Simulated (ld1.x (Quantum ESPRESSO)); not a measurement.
# carbon: TM pseudisation with PBE, scalar-relativistic reference atom.

* Element: carbon (C)
* Generator: ld1.x (Quantum ESPRESSO) 7.5
* Type: norm-conserving Troullier–Martins (Kleinman–Bylander form)
* Functional: PBE
* Relativity: scalar-relativistic
* Frozen core: [He]
* Valence charge: 4
* Reference configuration: 2s2 2p2
* Partial waves: 2s (bound): rc 0.80 bohr; 2p (bound): rc 1.70 bohr
* Local potential: all-electron potential smoothed inside 1.26 bohr (lloc = -1)
* Core correction: Bessel-smoothed model core inside 0.75 bohr

All-electron outer shells of the reference configuration (PBE, scalar-relativistic, ld1.x):

```
shell  level (eV)  outermost node (bohr)  outermost maximum (bohr)
   1s     -273.38                      –                      0.17
   2s      -13.75                   0.38                      1.22
   2p       -5.29                      –                      1.20
```

Calculated quality:

```json
{"Cutoffs needed": "100 Ry and 230 Ry (the cutoffs (Ry, on a coarse ladder) from which the occupation-weighted sum of valence levels, in a spherical-Bessel basis at the reference potential, stays within 10 and 1 mRy of its value at 400 Ry)", "Ghost test": "no extra level below or beside the all-electron valence levels (s, p, d, f tested) (spherical-Bessel basis up to 400 Ry, 20 bohr box)", "Largest excitation error": "+425 meV (all-electron minus pseudo) for 2s1 2p0, out of 7 test configurations"}
```

Generation and tests took about 0.61 s on one core of a shared server CPU.
